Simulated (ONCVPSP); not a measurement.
**What the settings do to the ONCV potential of F (Z = 9)**

Base potential:

ONCVPSP 4.0.1 input, shortened (lines: element, Z, core and valence counts, functional; n l f; lmax; l rc ep ncon nbas qcut; lloc lpopt rc5 dvloc0; l nproj debl; icmod fcfact rcfact), PBEsol, scalar-relativistic:

```
  F 9.00    1    2  -116133      upf
    1    0    2.00
    2    0    2.00
    2    1    5.00
    2
    0    0.75    0.00    5   10    7.00
    1    1.15    0.00    5    9   13.90
    2    1.15    0.13    4    7    9.80
    4    5    0.60    2.00
    0    3    0.40
    1    2    1.40
    2    2    3.00
    2    0.65    1.10
```

In the s channel the program set the typed energies aside and used -1.092, 0.250, 0.650 Ha.

Cutoffs, loose and tight: the cutoffs (Ha) at which the residual kinetic energy of the hardest occupied pseudo-wave falls to 1 and 0.1 mHa per electron. They do not see the model core or the augmentation charge, which bear on the density cutoff. Test errors are all-electron minus pseudo excitation energies from the reference, over the configurations 2s2 2p4; 2s2 2p3; 2s2 2p2; 2s1 2p5. A dash means not determined; rows that change the core or the reference have their own tests.

A true bound ghost makes a file unfit for plane-wave use even where its test errors are small: the radial tests pick states by their node count and pass the ghost by.

| change | outcome | cutoff, loose | cutoff, tight | bound ghosts | GHOST(+) flags above zero | largest test error (meV) |
| --- | --- | --- | --- | --- | --- | --- |
| base | generated, projector energies reset by the program | 421 Ha | 520 Ha | s | s | +215 |
| p: rc 0.76 | generated, projector energies reset by the program | 421 Ha | 520 Ha | s | s | +54 |
| p: rc 0.9 | generated, projector energies reset by the program | 421 Ha | 520 Ha | s | s | +93 |
| p: rc 1.04 | generated, projector energies reset by the program | 421 Ha | 520 Ha | s | s | +154 |
| p: rc 1.14 | generated, projector energies reset by the program | 421 Ha | 520 Ha | s | s | +210 |
| p: rc 1.22 | generated, projector energies reset by the program | 421 Ha | 520 Ha | s | s | +267 |
| p: rc 1.34 | generated, projector energies reset by the program | 421 Ha | 520 Ha | s | s | +384 |
| p: rc 1.42 | generated, projector energies reset by the program | 421 Ha | 520 Ha | s | s | +487 |
| p: rc 1.52 | generated, projector energies reset by the program | 421 Ha | 520 Ha | s | s | +631 |
| p: rc 1.7 | generated, projector energies reset by the program | 421 Ha | 520 Ha | s | s | +612 |

Reading the sweep of the p radius (base included, trends over the rows without a ghost): Bound ghosts are found at 0.76, 0.9, 1.04, 1.14, 1.15, 1.22, 1.34, 1.42, 1.52, 1.7 bohr. Every judged row has one, so this setting neither creates nor removes them.
